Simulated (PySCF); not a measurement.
Computed with PBE-D3(BJ)/def2-TZVP // BP86-D3(BJ)/def2-SVP in PySCF. Gas-phase values, no solvent. One relaxed conformer stands for a flexible species; it need not be the lowest. 

Reference species: [Ti(F)2(OH)2] (neutral, multiplicity 1).

| Quantity | Value |
|---|---|
| charge on the central atom (Mulliken) | 1.44 e |
| HOMO | -8.26 eV |
| mean distance from the central atom to its bonded neighbours | 1.767 Å |

Changed species: [Ti(F)3(OH)] (1 of 4 F replaced by OH; the reference has 2 of 4 F replaced by OH).

Q: Predict the effect on the charge on the central atom (Mulliken), HOMO and mean distance from the central atom to its bonded neighbours.

A: the charge on the central atom (Mulliken) goes up by 0.04 e, to 1.48 e; the HOMO decreases by 0.55 eV, to -8.81 eV; the mean distance from the central atom to its bonded neighbours decreases by 0.014 Å, to 1.753 Å.
